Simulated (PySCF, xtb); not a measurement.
Ge(H)3(SeH) (GeH4Se), SMILES [GeH3][SeH].

GFN2-xTB (xtb) at its own geometry gives an orbital gap of 4.67 eV and a dipole moment of 1.87 D.

Geometry: B3LYP-D3(BJ)/def2-TZVP.

What does r2SCAN/def2-TZVPD run with PySCF give? (The exact figures need the calculation; the answer reports its results.)

gap 4.98 eV (levels -6.07 and -1.09 eV), dipole 1.17 D.
